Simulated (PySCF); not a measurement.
**Magnetisability: SMILES Br[Se]Br, Br2Se**

Cartesian coordinates in Å; atom numbers follow the order of the lines, from 1:
```xyz
3

Se    0.0047   -0.0068   -0.9709
Br    1.7773   -0.0188    0.4950
Br   -1.7820    0.0257    0.4759
```

Theory: GIAO KT2/def2-SVP magnetisability, rotational g tensor and spin-rotation constants, non-relativistic, gas phase in PySCF. Geometry: GFN2-xTB.

The calculation is non-relativistic, which matters for the atoms heavier than Zn.

(1) How diamagnetic is it, and how anisotropic?

(2) Split it along the inertial axes a, b, c into diamagnetic and paramagnetic parts about the centre of mass, with the quadrupole moment.

(3) And the rotational g tensor?

## Answers

(1) Isotropic -1283 × 10⁻³⁰ J/T², or -77.3 × 10⁻⁶ cm³/mol; principal values -1427, -1333, -1090 × 10⁻³⁰ J/T², anisotropy 301 × 10⁻³⁰ J/T² (root of half the summed squared differences of the principal values). The susceptibility is in cgs units.

(2) 
```csv
axis,χ (10⁻⁶ cm³/mol),diamagnetic (10⁻⁶ cm³/mol),paramagnetic (10⁻⁶ cm³/mol),summed x² of all electrons (Å²),quadrupole Θ (D Å)
a,-85.9,-300.7,214.8,232.5,+1.82
b,-80.3,-1036.1,955.8,59.2,+2.92
c,-65.6,-1237.6,1172.0,11.7,-4.74
```
Anisotropies 2χaa − χbb − χcc = -25.9 and 2χbb − χaa − χcc = -9.0 × 10⁻⁶ cm³/mol. Θ is traceless in Buckingham's convention.

(3) 
```csv
axis,rotational constant (GHz),g,nuclear part,electronic part
a,4.4906,-0.0185,0.4346,-0.4531
b,1.0108,-0.0072,0.4467,-0.4539
c,0.8251,-0.0098,0.4445,-0.4543
```
Asymmetric top; isotopes 79Br, 80Se; no vibrational averaging.
